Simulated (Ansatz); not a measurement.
Start from `S=C[SiH2][SeH]` and change one atom or group to get `N[SiH2]C=S`.

Ansatz, PBE0-D4/def2-TZVP geometries, multiplicity 1. Each molecule was computed in one conformer, which needn't be the lowest.

Scalar relativity is left out up to krypton. Spin–orbit coupling is left out; it splits and shifts lone-pair levels of the heavy atoms by tenths of an eV.

```csv
property,`S=C[SiH2][SeH]`
size of the dipole moment (ωB97M-V/def2-TZVPP) / D,1.64
HOMO–LUMO gap (PBE0/def2-TZVPP) / eV,3.59
LUMO energy (ωB97M-V/def2-TZVPP) / eV,-0.77
HOMO–LUMO gap (B3LYP/def2-TZVPP) / eV,3.20
HOMO–LUMO gap (ωB97M-V/def2-TZVPP) / eV,7.92
LUMO energy (B3LYP/def2-TZVPP) / eV,-3.07
```

Question: Give the same properties after the change, and the shifts. (An estimate is asked.)

Answer: Computed: 
```csv
property,`N[SiH2]C=S`,shift
size of the dipole moment (ωB97M-V/def2-TZVPP) / D,1.29,-0.35
HOMO–LUMO gap (PBE0/def2-TZVPP) / eV,3.80,0.21
LUMO energy (ωB97M-V/def2-TZVPP) / eV,-0.52,0.25
HOMO–LUMO gap (B3LYP/def2-TZVPP) / eV,3.40,0.20
HOMO–LUMO gap (ωB97M-V/def2-TZVPP) / eV,8.17,0.25
LUMO energy (B3LYP/def2-TZVPP) / eV,-2.89,0.18
```

Dipoles are sizes alone; their direction can turn.

B3LYP here is the variant with VWN-RPA as its local correlation; programs differ in this.
